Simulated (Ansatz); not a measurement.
The same ligand exchange along the group O, S, Se.

Computed with Ansatz on PBE0-D4/def2-TZVP structures; ΔE is electronic, products minus reactants. CBS: MP2 limit from def2 TZ/QZ plus the TZ coupled-cluster correction, frozen cores. This one scheme is used for every species. Functionals use def2-TZVPP. def2 core potentials past Kr. For In, Se outer-core shells are correlated without core-valence functions, which leaves a few kJ/mol of doubt a bond. Scalar relativity is left out up to krypton.

```tsv
reaction	CCSD/CBS(def2) (kcal/mol)	B2PLYP (kcal/mol)	PBE-D4 (kcal/mol)	CCSD(T)/def2-SVP (kcal/mol)
`C[O][InH2]` + H–F → `[F][InH2]` + CH₃OH	-9.4	-10.5	-9.9	-10.1
`C[S][InH2]` + H–F → `[F][InH2]` + CH₃SH	4.1	2.1	3.9	2.0
`C[Se][InH2]` + H–F → `[F][InH2]` + `C[SeH]`	9.9	7.4	8.9	7.1
```

Question: Give the CCSD(T)/CBS values in the same order. (An estimate is asked.)

Answer: The calculation gave: -8.6, 4.9, 10.5 kcal/mol.

Largest T1 diagnostic: 0.017, for `C[O][InH2]`.
